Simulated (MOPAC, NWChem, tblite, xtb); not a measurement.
**AlBrClF (SMILES [F][Al]([Cl])[Br]): methods side by side**

The species is AlBrClF (4 atoms), meant as a singlet with charge 0. SMILES: `[F][Al]([Cl])[Br]`. Geometry: relaxed at PBE0-D4/def2-TZVP.

Quantity: the dipole moment, in D. The values are calculated.

```
                             level            kind  program  value (D)   CPU time
                          GFN2-xTB  semi-empirical   tblite       2.91  under 2 s
                               PM7  semi-empirical    MOPAC       0.77  under 2 s
                         IPEA1-xTB  semi-empirical   tblite       0.50  under 2 s
                          GFN1-xTB  semi-empirical      xtb       0.43  under 2 s
                         HF/STO-3G    Hartree–Fock   NWChem       1.56      4.3 s
                          HF/3-21G    Hartree–Fock   NWChem       0.61        4 s
                    HF/aug-cc-pVDZ    Hartree–Fock   NWChem       0.58    5.8 min
                      r2SCAN/3-21G        meta-GGA   NWChem       0.68      8.8 s
B3LYP/6-31G* (spherical functions)   global hybrid   NWChem       0.34       25 s
B3LYP/6-31G* (Cartesian functions)   global hybrid   NWChem       0.35       29 s
```

All-electron rows without a relativistic Hamiltonian named are non-relativistic. The values span 0.34 to 2.91 D. Magnitudes only. Sets without polarisation functions give poor dipoles. Times are those of the runs behind each value, whatever else they computed, on shared processors of several kinds: orders of magnitude only.
